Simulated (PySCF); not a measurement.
Species: BMe2(CCH), C4H7B.
Geometry (PBE0-D3(BJ)/def2-SVP, Å), atoms numbered from 1 in this order:
```xyz
12
C4H7B angstrom
B      0.0467    0.0543    0.0029
C      1.6155    0.0190   -0.0370
H      1.9380   -0.0606    1.0203
H      2.0666    0.9414   -0.4323
H      2.0333   -0.8591   -0.5503
C     -0.7487    1.4074    0.0219
H     -0.9856    1.6322   -1.0369
H     -0.1592    2.2576    0.3969
H     -1.7138    1.3545    0.5462
C     -0.7299   -1.2680    0.0255
C     -1.3500   -2.3181    0.0401
H     -1.8974   -3.2434    0.0536
```

The closed-shell ground state was solved at several levels (PySCF, density fitting, gas phase, non-relativistic).

```tsv
level	basis functions	HOMO (eV)	LUMO (eV)	gap (eV)	dipole (D)
PBE0/pcSseg-1	120	-7.76	-1.44	6.32	0.07
B3LYP/pcJ-1	205	-7.52	-1.63	5.89	0.11
B3LYP/pcSseg-1	120	-7.51	-1.62	5.89	0.09
```

(1) What might B3LYP/def2-SVPD (156 basis functions) give for the same quantities?

(2) How much does the basis alone move the frontier levels among the 3 B3LYP rows (the withheld one included)?

(3) How far do the dipole and the HOMO energy spread over the levels?

Results:

(1) HOMO -7.55 eV, LUMO -1.66 eV, gap 5.89 eV, dipole 0.06 D.

(2) The HOMO by 0.04 eV and the LUMO by 0.04 eV. By rising basis size (HOMO, LUMO in eV): pcSseg-1 -7.51, -1.62; def2-SVPD -7.55, -1.66; pcJ-1 -7.52, -1.63.

(3) The dipole runs from 0.06 to 0.11 D (mean 0.08 D) and the HOMO from -7.76 to -7.51 eV.
